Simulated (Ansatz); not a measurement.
Geometry optimisation, RKS PBE-D4/def2-mTZVP (Ansatz 0.2.0).

Input:

```yaml
crystal:
  periodic: [false, false, false]
  atoms:
    - { symbol: Sn, position_ang: [0.0, 0.0, 0.0] }
    - { symbol: Cl, position_ang: [0.0, 0.0, 2.76] }
    - { symbol: H, position_ang: [1.6408, 0.0, -0.5794] }
    - { symbol: H, position_ang: [-0.8195, 1.4198, -0.5794] }
    - { symbol: H, position_ang: [-0.8195, -1.4198, -0.5794] }
    - { symbol: "N", position_ang: [-2.2776, 0.0, 0.7568] }
    - { symbol: H, position_ang: [-2.9976, -0.6071, 0.2705] }
    - { symbol: Si, position_ang: [-2.7684, 1.0424, 2.1656] }
    - { symbol: H, position_ang: [-3.4362, 0.2206, 3.1707] }
    - { symbol: H, position_ang: [-1.5821, 1.6591, 2.7522] }
    - { symbol: H, position_ang: [-3.681, 2.0851, 1.7058] }
    - { symbol: H, position_ang: [-1.5625, 0.0, 1.9842] }
basis:
  gaussian: { orbitals: def2-mTZVP }
hamiltonian:
  xc: pbe
  dispersion: d4
relax:
  f_tol: 0.15
  max_steps: 25
  restrain:
    - { distance: [0, 5], at: 3.3, k: 30.0 }
    - { distance: [11, 1], at: 2.57, k: 30.0 }
    - { distance: [0, 1], at: 2.41, k: 30.0 }
    - { distance: [11, 5], at: 1.06, k: 30.0 }
```

Launched with:

```bash
$ ansatz run input.yaml --threads 4 --pin off --max-ram 5120MiB --backend cpu --events-out ev --progress --plain --runs-dir out
```

Q: Where does it end, and by what steps?

A: It converged. The restraints hold the end off the free minimum; the threshold counts their pulls, which the force column leaves out. Restrained pairs: Sn1–N6 (2.40 → 3.30 Å), Cl2–H12 (1.74 → 2.57 Å), Sn1–Cl2 (2.76 → 2.41 Å), N6–H12 (1.42 → 1.04 Å). After 11 steps the energy has fallen by 4.437 eV (the restraints' own energy left out); Cl2 moved furthest, 1.25 Å.

```
step  energy less start (eV)  largest force component (eV/Å)  accepted
   0                  0.0000                           3.407       yes
   1                 -0.5598                           3.985       yes
   2                 -1.2591                           4.577       yes
   3                 -2.4801                           2.987       yes
   4                 -3.5323                           2.566       yes
   5                 -3.9537                           2.258       yes
   6                 -4.2342                           1.425       yes
   7                 -4.3568                           0.733       yes
   8                 -4.4003                           0.543       yes
   9                 -4.4214                           0.444       yes
  10                 -4.4257                           0.410       yes
  11                 -4.4371                           0.466       yes
```

```xyz
12
Properties=species:S:1:pos:R:3
Sn 0.350 0.113 -0.124
Cl 0.631 -0.828 2.072
H 1.980 0.217 -0.687
H -0.357 1.662 0.074
H -0.571 -1.021 -1.025
N -2.565 -0.263 1.366
H -3.306 -0.809 0.927
Si -3.038 1.213 2.174
H -3.724 1.058 3.504
H -1.800 2.018 2.400
H -3.970 1.941 1.257
H -1.934 -0.901 1.890
```

The run took 23 s on 4 threads of Intel(R) Xeon(R) Platinum 8488C (Sapphire Rapids) (shared host), peak memory 0.21 GiB.
